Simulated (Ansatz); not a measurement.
Stepwise reaction of `N[Si@H](O)[Si@H](N)O` with hydrogen, as a gas-phase model of exchange steps in deposition or etching. ΔE in kJ/mol.

Calculated with Ansatz (gas phase, PBE0-D4/def2-TZVP geometries, no zero-point term in ΔE). CCSD(T)/CBS adds triple-zeta CCSD(T) − MP2 to the extrapolated MP2 energy (def2 sets, frozen cores). This one scheme is used for every species. Functionals use def2-TZVPP. B3LYP here is the variant with VWN-RPA as its local correlation; programs differ in this. One conformer a species, not always the lowest.

```
step                                          reaction  PBE-D4  B3LYP-D4  ωB97M-V  CCSD(T)/CBS
   2  `N[SiH2][SiH](N)O` + H₂ → `N[SiH2][SiH2]N` + H₂O    79.5      84.4     84.3         81.4
```

**Question.** Give the row of step 1, `N[Si@H](O)[Si@H](N)O` + H₂ → `N[SiH2][SiH](N)O` + H₂O. (An estimate is asked.)

**Answer.** Ansatz gave: 
| step | reaction | PBE-D4 | B3LYP-D4 | ωB97M-V | CCSD(T)/CBS |
| --- | --- | --- | --- | --- | --- |
| 1 | `N[Si@H](O)[Si@H](N)O` + H₂ → `N[SiH2][SiH](N)O` + H₂O | 83.0 | 88.9 | 88.6 | 85.3 |

**Question.** By hand: ΔE of the 2 steps together at CCSD(T)/CBS.

**Answer.** (85.3) + (81.4) = 166.7 kJ/mol, or 83.3 kJ/mol a step.

In ΔE the steps differ by no more than 3.9 kJ/mol. All are uphill at CCSD(T)/CBS. PBE-D4 differs from CCSD(T)/CBS by -2.3 to -1.9 kJ/mol a step. Isolated molecules leave out the surface, adducts and barriers. Largest T1 diagnostic: 0.012.
